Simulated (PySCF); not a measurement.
**Argon: a sound run and one with changed settings**

Sound run: Ar²⁺ [Ne] 3s2 3p4, Ar³⁺ [Ne] 3s2 3p3. All numbers are calculated (PySCF 2.14, the non-relativistic Hamiltonian (point nucleus), in 6-31G* (4s3p1d, 18 functions)). In the sound run the correlated levels freeze [Ne]. The sound run starts from symmetry-adapted Hartree-Fock orbitals and uses a fine grid where one is needed.

Changed run: basis STO-3G. This setting is unsound on purpose.

| species | method | sound run (hartree) | changed run (hartree) | converged |
| --- | --- | --- | --- | --- |
| Ar²⁺ | UHF | -525.26382 | -519.70618 | yes |
| Ar²⁺ | LDA | -524.27260 | -518.57817 | yes |
| Ar²⁺ | r2SCAN | -525.86777 | -520.23429 | yes |
| Ar²⁺ | MP2 | -525.35301 | -519.70618 | yes |
| Ar³⁺ | UHF | -523.81842 | -518.16092 | yes |
| Ar³⁺ | LDA | -522.77105 | -516.97562 | yes |
| Ar³⁺ | r2SCAN | -524.37375 | -518.63727 | yes |
| Ar³⁺ | MP2 | -523.89308 | -518.16092 | yes |

Ionisation energy of Ar²⁺:

```tsv
method	sound run (eV)	changed run (eV)
UHF	39.331	42.049
LDA	40.859	43.608
r2SCAN	40.654	43.457
MP2	39.727	42.049
SCS-MP2	39.747	42.049
```

A minimal basis cannot let orbitals breathe on ionisation and holds almost no correlation.

For comparison, NIST gives 40.735 ± 0.012 eV between the lowest levels.
